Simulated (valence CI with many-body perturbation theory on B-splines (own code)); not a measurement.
## Ga¹⁶⁺: key properties

Method: configuration interaction combined with many-body perturbation theory (CI+MBPT): five valence electrons over a frozen Dirac-Fock core [Ne], radial functions for each j: 9 s, 9 p, 8 d, 6 f, 3 g, 1 h, with the one-electron correlation potential Σ1 (screened to all orders), the two-electron term Σ2, the three-electron term Σ3, Breit, model QED; selected single and double excitations, second order for the rest (own B-spline code, finite nucleus).

No measured spectrum was set against this ion. As an estimate, levels of excited configurations hold to 0.05 to 0.15 % of their energy, terms of the ground configuration to about 0.5 %. Among the levels kept, up to 460 cm⁻¹ of a level comes from second order outside the variational space, and about a tenth of that is noise between levels of different J, which matters for small intervals.

Rates and lifetimes use the calculated energies. Strong lines usually hold to 10 to 20 %, long lifetimes can be off by a factor of two.

(1) What is the ground level?

(2) Where does the other parity begin?

(3) Name the longest-lived excited levels whose lifetime is computed, and their main decay.

(4) Among levels below 913580 cm⁻¹, which E1 lines absorb most strongly from the ground level?

(5) What is the ionisation energy?

(6) What are the static dipole polarisabilities of the lowest levels?

(7) How well does LS coupling describe the low levels?

Results:

(1) 3s2 3p3 4S°_3/2, composition 86 % 3s2 3p3 4S° + 9 % 3s2 3p3 2P° + 2 % 3s2 3p3 2D°, g = 1.912.

(2) At 3s 3p4 4P_5/2, 383450 cm⁻¹.

(3) 3s2 3p3 2D°_5/2 at 67963 cm⁻¹ lives 10.1 ms, mostly by M1 to 3s2 3p3 4S°_3/2; 3s2 3p3 2D°_3/2 at 53242 cm⁻¹ lives 1.18 ms, mostly by M1 to 3s2 3p3 4S°_3/2; 3s2 3p3 2P°_1/2 at 104970 cm⁻¹ lives 425 μs, mostly by M1 to 3s2 3p3 4S°_3/2. The lifetime of 3s2 3p2 3d 4F_9/2 is too uncertain to give, and may be longer. The lifetime of 3s2 3p2 3d 2G_9/2 is too uncertain to give, and may be longer.

(4) to 3s2 3p2 3d 4P_5/2 at 14.42 nm, f = 0.512; to 3s2 3p2 3d 4P_3/2 at 14.24 nm, f = 0.329; to 3s2 3p2 3d 4P_1/2 at 14.18 nm, f = 0.147.

(5) 594.01 eV; NIST lists 599.8 ± 1.4 eV (semi-empirical).

(6) 3s2 3p3 4S°_3/2 0.159 (tensor 0.0012); 3s2 3p3 2D°_3/2 0.157 (tensor 0.013); 3s2 3p3 2D°_5/2 0.158; 3s2 3p3 2P°_1/2 0.155 bohr³, of which the core gives 0.00242.

(7) Among the lowest 20 levels the leading LS term, summed over configurations, holds 84 % on average. For single configurations the figures are 75 % in LS and 60 % in jj coupling. Terms mix most in the J = 1/2 level at 584460 cm⁻¹, where the leading one holds 51 %.
